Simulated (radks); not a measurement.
Values are calculated unless marked as measured or tabulated.
Dynamic dipole polarisability and lines of the antimony ion Sb3+, [Kr] 4d10 5s2. Level of theory: scalar-relativistic Kohn-Sham, LDA (Slater exchange, VWN5 correlation), spin-unpolarised, spherical densities, finite nucleus; Fermi nuclear charge, rms radius of each element as measured or else 0.836 A^(1/3) + 0.57 fm (a radial shooting solver on a logarithmic mesh with Libxc functionals). Time-dependent linear response with the Hartree and adiabatic LDA kernel, continuum included through the Sternheimer equations, no spin-orbit coupling, so fine structure and intercombination lines are absent. Lines are the poles of the dipole polarisability below minus the highest occupied eigenvalue, found on a grid refined at the orbital gaps; the lowest seven at most are given, and weak or close lines can be missed. The first line takes the name of the lowest orbital gap if no other gap lies below it; otherwise a line is named after a gap within 0.6 % of it, if that gap stands alone.

photon energy (eV),alpha (bohr^3)
0,10.01
0.647,10.03
4.527,11.27
8.408,17.10
12.289,-684.6
16.169,-7.926
20.050,-1.938
23.931,0.3020
27.811,1.143
31.692,4.317
35.573,-9.536

Lines (eV, oscillator strength): 12.219 (101.5 nm, 5s-5p), f = 1.57; 27.031 (45.87 nm, 5s-6p), f = 0.0299; 32.497 (38.15 nm, 5s-7p), f = 0.0309; 34.691 (35.74 nm, unassigned), f = 0.818; 37.069 (33.45 nm, unassigned), f = 0.00163. Higher lines, where found, are left out when the end of the mesh affects them. Those listed give 84 % of the static polarisability (sum of f/w^2). Orbital energy gaps for comparison: 5s-5p 10.140 eV; 5s-6p 27.105 eV; 5s-7p 32.526 eV; 4d-5p 33.703 eV; 5s-8p 34.942 eV. At laser wavelengths: 1550 nm 10.05, 1064 nm 10.08, 780 nm 10.15, 532 nm 10.31, 355 nm 10.72, 266 nm 11.36, 193 nm 13.03 bohr^3.
